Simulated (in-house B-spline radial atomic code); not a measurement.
Eu. Computed with a B-spline radial atomic code. Model: non-relativistic spherical atom: semilocal Troullier-Martins pseudo-atom, one channel per l, against all electrons, high spin, G0W0 and RPA with empty states to l = 8, local potential for every l without a channel, a model core (radius 0 = none) keeps its share of the functional.

Without relativity these are model numbers for so heavy an element.

What the tables leave out is listed at the end.

The pseudopotential gives back the lowest level of each angular momentum of its own functional in the configuration it was made in; a second state of the same l is only approximately right. Exact exchange, RPA and GW see the smooth pseudo-orbitals and miss the exchange with the core, for which the functional's share stands in. The column with an uncorrelated core keeps all orbitals and exact exchange, and so separates missing core correlation from pseudisation. Only the three outermost levels and the lowest empty one were computed. RPA here is direct RPA, with no exchange kernel, and its energies carry an (l + 1/2)⁻⁴ tail. A hybrid on a potential with a model core restores only its own semilocal share of the core's exchange.

Command:
```bash
python run_psgw.py task.json out
```
Settings (lengths in bohr, energies in hartree):
```
Z                      63
electrons              63
configuration          [Xe] 4f7 6s2
generated_in           [Xe] 4f7 6s2
functional             lda,vwn
core_shells            9
radius_factor          1
core_correction        True
ion_configuration      [Xe] 4f7 6s1
```

Cost of the run: 2.5 min on 1 thread of Arm Neoverse N1, with other jobs on the host.

Given: made with LDA VWN5; model core radius 0.923 bohr; local radius 1.439 bohr; mean-field start LDA VWN5.

Valence shells of the generating configuration: 5s, 5p, 4f, 6s.

Channel: s 1.324, p 1.436, d 2.089, f 1.982 (radii in bohr).

Computed: largest level miss in the spin-unpolarised generating configuration 0.033 eV; valence RPA correlation energy pseudo -1.3026 hartree; pseudo-atom RPA polarisability 144.77 bohr³; ionisation by mean-field all-electron 5.517 eV; ionisation by mean-field pseudo minus all 0.001 eV; ionisation by RPA all-electron 5.7192 eV; ionisation by RPA pseudo minus all 0.077 eV.

| level | occupied | mean-field all-electron (eV) | mean-field pseudo minus all (eV) | G0W0 all-electron (eV) | G0W0 uncorrelated core minus all (eV) | G0W0 pseudo minus all (eV) | exchange self-energy all-electron (eV) | exchange self-energy pseudo (eV) |
| --- | --- | --- | --- | --- | --- | --- | --- | --- |
| 6s down | 1 | -3.4114 | 0.002 | -5.4603 | 0.022 | -0.048 | -6.6247 | -6.1209 |
| 6s up | 1 | -3.607 | -0.062 | -5.6492 | 0.019 | -0.076 | -7.0355 | -6.7763 |

(1) What is the all-electron RPA polarisability, core included?

(2) What is the valence RPA correlation energy all-electron orbitals?

Given: mean-field start PBE0.

Computed: valence RPA correlation energy all-electron orbitals -0.93189 hartree; valence RPA correlation energy pseudo -1.2357 hartree; all-electron RPA polarisability, core included 134.93 bohr³; pseudo-atom RPA polarisability 133.35 bohr³; ionisation by mean-field pseudo minus all -0.025 eV; ionisation by RPA all-electron 5.6115 eV.

```csv
level,occupied,mean-field all-electron (eV),mean-field pseudo minus all (eV),G0W0 all-electron (eV),G0W0 uncorrelated core minus all (eV),G0W0 pseudo minus all (eV),exchange self-energy all-electron (eV),exchange self-energy pseudo (eV)
6s down,1,-3.7871,0.02,-5.5206,0.021,-0.001,-6.3445,-5.8875
6s up,1,-3.9667,-0.092,-5.7113,0.019,-0.11,-6.7056,-6.5212
5d up (empty),0,-1.5001,-0.382,-0.16993,0.011,-0.349,-5.8333,-6.3154
```

(3) What is the ionisation by mean-field all-electron?

(4) What is the ionisation by RPA pseudo minus all?

Results:

(1) 146.5 bohr³.

(2) -1.0117 hartree.

(3) 5.2556 eV.

(4) 0.02 eV.

Among the listed levels the largest G0W0 shift of the pseudo-atom is -0.35 eV, for 5d up (empty) on the PBE0 start, while leaving the core uncorrelated moves that level by +0.01 eV. So pseudisation and the lost core exchange, not the missing core correlation, make the error. Not in the tables (levels of low weight, unsolved or above zero; the highest and the empty levels are kept at any weight): on LDA the G0W0 levels 4f up (pseudo minus all +4.19 eV, weights 0.68 and 0.08); on PBE0 the G0W0 levels 4f up (pseudo minus all +4.51 eV, weights 0.74 and 0.47); no Hartree-Fock pseudo-atom is run with a model core.
